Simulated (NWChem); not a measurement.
System: CH6AsB; SMILES CB[AsH2]

The following NWChem deck was run.

```
start job
memory heap 200 mb stack 900 mb global 1100 mb
geometry units angstroms noautosym nocenter noautoz
  B     -0.616564     1.109874     0.065021
  As     0.022242    -0.789115    -0.036512
  H     -0.867179    -1.387747     1.035727
  H      1.269646    -0.665415     0.819930
  H     -1.817528     1.270328     0.096726
  C      0.323870     2.349884    -0.036629
  H      0.203283     2.918043     0.906117
  H     -0.017902     3.041865    -0.825798
  H      1.394327     2.140491    -0.172339
end
basis spherical
  * library pcsseg-1
end
dft
  xc slater vwn_5
  iterations 150
end
property
  shielding
end
task dft property
```

Output (shortened):

```
             Northwest Computational Chemistry Package (NWChem) 7.3.0
             --------------------------------------------------------

                             Geometry "geometry" -> ""
                             -------------------------

 Output coordinates in angstroms (scale by  1.889725989 to convert to a.u.)

  No.       Tag          Charge          X              Y              Z
 ---- ---------------- ---------- -------------- -------------- --------------
    1 B                    5.0000    -0.61656400     1.10987400     0.06502100
    2 As                  33.0000     0.02224200    -0.78911500    -0.03651200
    3 H                    1.0000    -0.86717900    -1.38774700     1.03572700
    4 H                    1.0000     1.26964600    -0.66541500     0.81993000
    5 H                    1.0000    -1.81752800     1.27032800     0.09672600
    6 C                    6.0000     0.32387000     2.34988400    -0.03662900
    7 H                    1.0000     0.20328300     2.91804300     0.90611700
    8 H                    1.0000    -0.01790200     3.04186500    -0.82579800
    9 H                    1.0000     1.39432700     2.14049100    -0.17233900

 Effective nuclear repulsion energy (a.u.)     152.9116167819

                              NWChem Property Module
                              ----------------------

  itol2e modified to match energy
  convergence criterion.

                                 NWChem DFT Module
                                 -----------------

 Summary of "ao basis" -> "ao basis" (spherical)
 ------------------------------------------------------------------------------
       Tag                 Description            Shells   Functions and Types
 ---------------- ------------------------------  ------  ---------------------
 B                          pcsseg-1                 7       17   3s3p1d
 As                         pcsseg-1                15       41   5s7p3d
 H                          pcsseg-1                 3        5   2s1p
 C                          pcsseg-1                 7       17   3s3p1d

  itol2e modified to match energy
  convergence criterion.

[...]

          -----------------------------------------
          Chemical Shielding Tensors (GIAO, in ppm)
          -----------------------------------------

                                NWChem CPHF Module
                                ------------------

  scftype          =     RHF
  nclosed          =       25
  nopen            =        0
  variables        =     2000
  # of vectors     =        3
  tolerance        = 0.10D-03
  level shift      = 0.00D+00
  max iterations   =       50
  max subspace     =       30

 SCF residual:    2.9248434830925852E-004

Iterative solution of linear equations
  No. of variables     2000
  No. of equations        3
  Maximum subspace       30
        Iterations       50
       Convergence  1.0D-04

   iter   nsub   residual    time
   ----  ------  --------  ---------
     1      3    3.94D-04      30.1
     2      6    4.42D-08      33.5

      Atom:    1  B
        Diamagnetic
    188.6433      0.9419     -0.9870
      0.9419    208.5889     -0.0764
     -0.9870     -0.0764    179.9643

        Paramagnetic
   -323.2928    -14.3887     13.0756
    -14.3887   -254.0004     10.5153
     13.0756     10.5153    -59.3255

        Total Shielding Tensor
   -134.6495    -13.4469     12.0887
    -13.4469    -45.4114     10.4389
     12.0887     10.4389    120.6387

           isotropic =     -19.8074
          anisotropy =    -176.2965

          Principal Components and Axis System
                 1           2           3
             -137.3384    121.7860    -43.8698

      1         0.9872      0.0439     -0.1530
      2         0.1504      0.0587      0.9869
      3        -0.0523      0.9973     -0.0514

      Atom:    2  As
        Diamagnetic
   2876.3477     -0.5166      0.0164
     -0.5166   2880.1290     -0.8161
      0.0164     -0.8161   2873.4921

        Paramagnetic
  -1397.7105   -147.7375     69.2955
   -147.7375  -1107.0662    -91.8846
     69.2955    -91.8846  -1239.9967

        Total Shielding Tensor
   1478.6372   -148.2541     69.3119
   -148.2541   1773.0628    -92.7007
     69.3119    -92.7007   1633.4955

           isotropic =    1628.3985
          anisotropy =     385.1436

          Principal Components and Axis System
                 1           2           3
             1885.1609   1587.3255   1412.7091

      1        -0.3734     -0.0186      0.9275
      2         0.8324      0.4346      0.3438
      3        -0.4095      0.9004     -0.1468

      Atom:    3  H
        Diamagnetic
     27.2088      6.0736     -9.7885
      6.0736     25.2180     -7.8491
     -9.7885     -7.8491     30.3129

        Paramagnetic
     -0.0466     -2.3100      3.2415
     -2.3100     -0.5714      1.9370
      3.2415      1.9370     -1.1501

        Total Shielding Tensor
     27.1622      3.7636     -6.5470
      3.7636     24.6466     -5.9121
     -6.5470     -5.9121     29.1628

           isotropic =      26.9905
          anisotropy =      16.9946

          Principal Components and Axis System
                 1           2           3
               38.3202     22.2366     20.4147

      1        -0.5598      0.7894      0.2518
      2        -0.4538     -0.5464      0.7039
      3         0.6933      0.2798      0.6642

      Atom:    4  H
        Diamagnetic
     35.7621      0.2721     11.3071
      0.2721     21.3485     -0.0915
     11.3071     -0.0915     25.6499

        Paramagnetic
     -3.7395      0.3168     -3.2637
      0.3168      1.3814     -0.6824
     -3.2637     -0.6824      1.3814

[...]
```

Level: LDA (Slater exchange, VWN5)/pcSseg-1, GIAO. Coordinates come from a PBE0/def2-SVP optimisation. The printed shielding anisotropy is the first printed principal value minus the mean of the other two.
